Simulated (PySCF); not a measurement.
PySCF 2.14 output of a UHF calculation on a single atom or ion in aug-cc-pVTZ with one added diffuse shell each of s, p, d, f, g type (9s8p6d4f3g, 118 functions), with the non-relativistic Hamiltonian (point nucleus):

```
SCF conv_tol = 1e-09
number electrons alpha = 13  beta = 9
cycle= 1 E= -1042.35969296037  delta_E= -0.00774  |g|= 0.0331  |ddm|= 0.0447
cycle= 2 E= -1042.35987834697  delta_E= -0.000185  |g|= 0.00531  |ddm|= 0.00822
cycle= 3 E= -1042.35988363281  delta_E= -5.29e-06  |g|= 0.000223  |ddm|= 0.00821
cycle= 4 E= -1042.35988365373  delta_E= -2.09e-08  |g|= 8.44e-05  |ddm|= 0.00132
cycle= 5 E= -1042.35988365604  delta_E= -2.3e-09  |g|= 1.57e-05  |ddm|= 0.000765
cycle= 6 E= -1042.35988365619  delta_E= -1.5e-10  |g|= 1.11e-06  |ddm|= 0.000154
converged SCF energy = -1042.35988365619  <S^2> = 6.0022662  2S+1 = 5.0009064
```

The run itself started from symmetry-adapted Hartree-Fock orbitals and held the occupation by maximum overlap, so the iterations belong to that start.

Task: Which element, charge and spin multiplicity is this?

Result: Cr²⁺ (chromium, charge +2), multiplicity 5; the state was [Ar] 3d3 4s1, high-spin 5F determinant (an excited configuration).
